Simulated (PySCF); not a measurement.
SMILES [NH2][Ga]([F])[F] (H2F2GaN) (PBE0/def2-SVP optimised geometry):

```
6

Ga     0.108    -0.429     0.000
F     -0.651    -1.995     0.040
F      1.849    -0.429     0.000
N     -0.841     1.081     0.000
H     -0.419     1.995    -0.097
H     -1.849     1.092    -0.075
```

Level of theory: PySCF 2.14.0 with PBE0/def2-TZVP.

What are the frontier orbital energies and the dipole moment?

HOMO-2 -10.92 eV, HOMO-1 -10.83 eV, HOMO -8.27 eV, LUMO -1.14 eV, LUMO+1 0.04 eV; dipole moment 3.29 D.

On the same geometry PBE/def2-TZVP (PySCF) gives HOMO-2 -8.87 eV, HOMO-1 -8.85 eV, HOMO -6.79 eV, LUMO -2.11 eV, LUMO+1 -0.78 eV; dipole moment 3.25 D.

Meta-Löwdin charges at PBE0/def2-TZVP: Ga1 1.18, F2 -0.50, F3 -0.50, N4 -0.69, H5 0.25, H6 0.25.
